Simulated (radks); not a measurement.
Task: Mo V, 38 electrons, occupied as [Kr] 5d2 (not the ground configuration). Method: scalar-relativistic Kohn-Sham, LDA (Slater exchange, Perdew-Wang correlation), spin-polarised, spherical densities, point nucleus; open shells are filled with parallel spins first (spin-orbit coupling, left out, can overturn this in heavy ions); computed with a radial shooting solver on a logarithmic mesh with Libxc functionals. Some entries of the table are withheld. Estimate them.

orbital,occ.,eigenvalue (Ry),<r^2> (bohr^2)
1s up,1,-1459.799,0.001672
1s down,1,-1459.798,0.001672
2s up,1,-210.4867,0.02791
2s down,1,-210.4806,0.02791
2p up,3,-188.8301,0.02195
2p down,3,-188.8252,0.02195
3s up,1,-39.80637,0.2112
3s down,1,-39.80188,0.2112
3p up,3,-32.71116,0.2160
3p down,3,-32.70625,0.2159
3d up,5,(1),0.2066
3d down,5,(2),0.2066
4s up,1,-9.28274,1.287
4s down,1,-9.26328,1.287
4p up,3,-7.27810,1.531
4p down,3,-7.25832,1.528
5d up,2,-1.86605,(3)
5d down,0,-1.73141,(4)

Result: 
(1) 3d up eigenvalue (Ry): -21.14038
(2) 3d down eigenvalue (Ry): -21.13387
(3) 5d up <r^2> (bohr^2): 12.26
(4) 5d down <r^2> (bohr^2): 12.64
